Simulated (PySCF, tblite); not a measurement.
Isomers of C3H8NSi (doublet state), one GFN2-xTB conformer each. Single-point energies are computed at B3LYP/pcH-1 (PySCF, gas phase, no added dispersion term), electronic only. GFN2-xTB treats the open shell by occupation alone, and not every SCF solution was tested for stability.

Question: Rank them by B3LYP/pcH-1 energy, lowest first (kcal/mol).
A. `[CH2:1]=[N:2][Si:3]([CH3:4])[CH3:5]` (doublet state) with C1–N2–Si3–C4 179°
B. `[CH:1]1[CH2:2][SiH2:3][CH2:4][NH:5]1` (doublet state) with N5–C1–C2–Si3 -7°, C1–C2–Si3–C4 21°, C2–Si3–C4–N5 -30°, Si3–C4–N5–C1 34°
C. `[SiH3:1][CH2:2][C@H:3]1[CH:4][NH:5]1` (doublet state) with Si1–C2–C3–C4 91°

Answer: A (0.0), B (12.6), C (50.5).

As drawn, the highest has a three-membered ring and an N–H bond, which the lowest lacks. GFN2-xTB itself gives, in the same order: 0.0, 6.7, 32.2. Both levels put the same isomer lowest; measured from each level's own lowest isomer, the values differ by up to 18.3 kcal/mol ([SiH3]C[C@H]1[CH]N1: 32.2 against 50.5).

What happens when harmonic zero-point energies from GFN2-xTB frequencies are added?

```
             SMILES  ZPE (kcal/mol)  electronic (kcal/mol)  with ZPE (kcal/mol)
        C=N[Si](C)C            63.9                    0.0                  0.0
    [CH]1C[SiH2]CN1            62.6                   12.6                 11.3
[SiH3]C[C@H]1[CH]N1            60.8                   50.5                 47.4
```

The zero-point energies span 3.1 kcal/mol. The order is unchanged.

As an exercise, what shares would exp(−E/RT) give at 2000 K from these electronic energies alone (no entropy, no degeneracies)?

RT = 3.974 kcal/mol: C=N[Si](C)C 95.9 %, [CH]1C[SiH2]CN1 4.1 %, [SiH3]C[C@H]1[CH]N1 under 0.1 %.
